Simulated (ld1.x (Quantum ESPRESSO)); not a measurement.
**palladium (Pd), TM: configuration errors across variants**

Pd (Z = 46), norm-conserving Troullier–Martins (Kleinman–Bylander form), made with ld1.x (Quantum ESPRESSO) 7.5 (revPBE, fully relativistic). Core [Kr], reference 4d10 5s0 5p0. Waves: 5s (bound, empty): rc 2.75 bohr; 4d (bound): rc 1.55 bohr; 5p (bound, empty): rc 1.00 bohr. Local part: the p channel. Core correction: Bessel-smoothed model core inside 0.55 bohr.

Open shells are filled in proportion to 2j + 1 (rel_dist='average').

All-electron excitation energies from the reference (eV): (1) 4d9 5s0 5p0 9.026; (2) 4d8 5s0 5p0 29.757; (3) 4d7 5s0 5p0 64.035; (4) 4d6 5s0 5p0 113.306; (5) 4d9.5 5s0 5p0 3.190; (6) 4d8 5s1 5p0 13.623.

For the base: The 5p radius (1.00 bohr) lies inside the outermost node of the all-electron wave (1.32 bohr), which a nodeless pseudo-wave cannot match soundly.

Tests that are not counted but printed errors over 1 eV. “base”: 4d9 5s0 5p1 (solver errors, printed error -2.2 eV). “wave 5p (bound): rc 1.00 bohr becomes 5p (bound): rc 0.66 bohr”: 4d9 5s0 5p1 (solver errors, printed error -2.2 eV); 4d8 5s1 5p0 (solver errors, printed error -4.0 eV). “wave 5p (bound): rc 1.00 bohr becomes 5p (bound): rc 0.88 bohr”: 4d9 5s0 5p1 (solver errors, printed error -2.2 eV). “wave 5p (bound): rc 1.00 bohr becomes 5p (bound): rc 1.10 bohr”: 4d9 5s0 5p1 (solver errors, printed error -2.2 eV). “wave 5p (bound): rc 1.00 bohr becomes 5p (bound): rc 1.16 bohr”: 4d9 5s0 5p1 (solver errors, printed error -2.2 eV); 4d8 5s1 5p0 (solver errors, printed error -3.6 eV).

3 further variants failed, have other tests or too few solved ones, and are left out.

A true bound ghost makes a file unfit for plane-wave use even where its test errors are small: the radial tests pick states by their node count and pass the ghost by. Where a test does run into it, the solver fails or the error is huge.

Errors AE − PS in meV (a dash: test not solved or not reliable):

| change | (1) | (2) | (3) | (4) | (5) | (6) | bound ghosts |
| --- | --- | --- | --- | --- | --- | --- | --- |
| base | -19 | -149 | -543 | -1377 | -2.9 | -223 | p3/2 (extra level of the local part), p1/2 (extra level of the local part), s |
| wave 5p (bound): rc 1.00 bohr becomes 5p (bound): rc 0.66 bohr | -17 | -141 | -515 | -1310 | -2.7 | – | s, p1/2 (extra level of the local part), p3/2 (extra level of the local part) |
| wave 5p (bound): rc 1.00 bohr becomes 5p (bound): rc 0.88 bohr | -19 | -149 | -542 | -1374 | -2.9 | -211 | p1/2 (extra level of the local part), p3/2 (extra level of the local part), s |
| wave 5p (bound): rc 1.00 bohr becomes 5p (bound): rc 1.10 bohr | -18 | -144 | -524 | -1334 | -2.7 | -185 | p1/2 (extra level of the local part), p3/2 (extra level of the local part), s |
| wave 5p (bound): rc 1.00 bohr becomes 5p (bound): rc 1.16 bohr | -81 | -556 | -1753 | -3853 | -14 | – | s, d5/2, d3/2, p3/2 (extra level of the local part), p1/2 (extra level of the local part) |

Task: Give the same row for: wave 5p (bound): rc 1.00 bohr becomes 5p (bound): rc 0.78 bohr.

Result: -18, -147, -536, -1360, -2.8, –; bound ghosts: s, p3/2 (extra level of the local part), p1/2 (extra level of the local part). Not counted: 4d9 5s0 5p1 (solver errors, printed error -2.2 eV); 4d8 5s1 5p0 (solver errors, printed error -4.0 eV).
